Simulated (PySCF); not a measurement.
Gas-phase reaction: SnCl4 + SnHCl + HCl ⇌ 2 SnHCl3, at 1800 K and a standard pressure of 1 bar. Level: CCSD(T)/def2-TZVPP†.

Method: PySCF energies plus ideal-gas RRHO corrections (1 bar). † marks an energy on the PBE0/def2-TZVP geometry and frequencies. CCSD(T) freezes the core. All species are closed-shell singlets. Sn: scalar-relativistic def2 core potential, no spin-orbit coupling. SnHCl, SnHCl3: computed as isolated molecules; such fragments, hydroxides, amides, oligomers or adducts are transient or little studied in the gas. CCSD(T) isn't extrapolated to the basis-set limit; its ΔH°(298 K) is -113.3 kJ in def2-SVP and -116.9 kJ in def2-TZVPP. The harmonic model lacks anharmonicity and excited electronic states, which grow with temperature; levels with a mode under 35 cm⁻¹ are left out. Soft modes under 120 cm⁻¹ make the harmonic entropy rough for SnCl4, SnHCl3.

```json
[
 {"species": "SnCl4", "E (Ha)": "-2052.74653", "H(1800 K) − E (kJ/mol)": "195.1", "S°(1800 K) (J/mol/K)": "557.3"},
 {"species": "SnHCl", "E (Ha)": "-674.01255", "H(1800 K) − E (kJ/mol)": "107.4", "S°(1800 K) (J/mol/K)": "366.7"},
 {"species": "HCl", "E (Ha)": "-460.33125", "H(1800 K) − E (kJ/mol)": "73.9", "S°(1800 K) (J/mol/K)": "241.9"},
 {"species": "SnHCl3", "E (Ha)": "-1593.56820", "H(1800 K) − E (kJ/mol)": "198.5", "S°(1800 K) (J/mol/K)": "522.6"}
]
```
E: electronic energy; H − E holds the zero-point and thermal terms. 1 Ha = 2625.5 kJ/mol.

Work out ΔH°, ΔS°, ΔG° and log10 K from these numbers.

1. ΔE = 2×(-1593.56820) − 1×(-2052.74653) − 1×(-674.01255) − 1×(-460.33125) = -0.04607 Ha = -121.0 kJ.
2. Δ(H − E) = 2×(198.5) − 1×(195.1) − 1×(107.4) − 1×(73.9) = 20.6 kJ, so ΔH° = -100.4 kJ.
3. ΔS° = 2×(522.6) − 1×(557.3) − 1×(366.7) − 1×(241.9) = -120.7 J/K; the number of gas molecules changes by -1.
4. ΔG° = ΔH° − TΔS° = -100.4 − 1800×(-120.7)/1000 = 116.9 kJ.
5. log10 K = −ΔG°/(RT ln 10) = -3.39, with RT ln 10 = 34.46 kJ/mol; at standard pressures the reactants are favoured.
6. A shift of 10 kJ in ΔE would move log10 K by 0.29 here.
7. Lowering the total pressure from 1 bar to 0.01 bar multiplies the mole-fraction quotient K_x = K (p/p°)^(−Δn) by 10^-2, which pushes the balance towards the reactants.
For scale, ΔH°(298 K) is -117 kJ at this level, -123 kJ at ωB97M-V/def2-TZVP†, and runs from -136 to 19 kJ over the 18 levels computed.
